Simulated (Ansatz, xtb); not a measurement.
# Cl2HInSi2: where a starting geometry ends

The starting geometry of this gas-phase singlet was built from a drawn formula by distance geometry; its bonds are those of `[SiH]#[Si][In]([Cl])[Cl]`.

```xyz
6

Cl   -1.6508    3.5391   -3.4387
Cl    2.0109    1.9315   -3.8574
In    0.0361    2.0584   -2.8206
Si   -1.3226   -1.5576   -0.2751
Si   -0.7514   -0.0741   -1.3027
H    -1.7534   -2.6861    0.5229
```

Predict what becomes of its bonds when it is optimised with r2SCAN-D4/def2-SVP.

A new bond forms, giving a structure given below by its coordinates. Distances that change by over a tenth: Si4–Si5 (1.89 → 2.13 Å). Contacts that close: In3–Si4 (4.63 → 2.69 Å).

The energy falls by 1.88 eV over 27 steps:

```json
{"step": "1", "E − E(last) (eV)": "1.877"}
{"step": "4", "E − E(last) (eV)": "1.282"}
{"step": "7", "E − E(last) (eV)": "0.838"}
{"step": "10", "E − E(last) (eV)": "0.583"}
{"step": "13", "E − E(last) (eV)": "0.449"}
{"step": "15", "E − E(last) (eV)": "0.319"}
{"step": "18", "E − E(last) (eV)": "0.098"}
{"step": "21", "E − E(last) (eV)": "0.022"}
{"step": "24", "E − E(last) (eV)": "0.004"}
{"step": "27", "E − E(last) (eV)": "0.000"}
```

Final geometry (Å):

```xyz
6

Cl   -2.2955    1.7979   -3.0487
Cl    1.5008    2.3526   -3.6328
In   -0.1020    1.1247   -2.4299
Si   -1.0573   -0.6881   -0.6851
Si    1.0745   -0.6124   -0.7655
H    -2.5517   -0.7635   -0.6095
```

From the same start GFN2-xTB ends elsewhere, differing in Cl1–Si4 (2.35 against 3.65 Å here), Cl2–Si5 (2.50 against 4.15 Å here), In3–Si4 (4.37 against 2.69 Å here), In3–Si5 (4.48 against 2.68 Å here).

No frequencies were run, so the end isn't proven a minimum. Atoms past krypton carry core potentials, without spin–orbit terms. Run with Ansatz 0.2.0, 4.9 min on 1 thread of AMD EPYC (Zen 3), on a shared host.
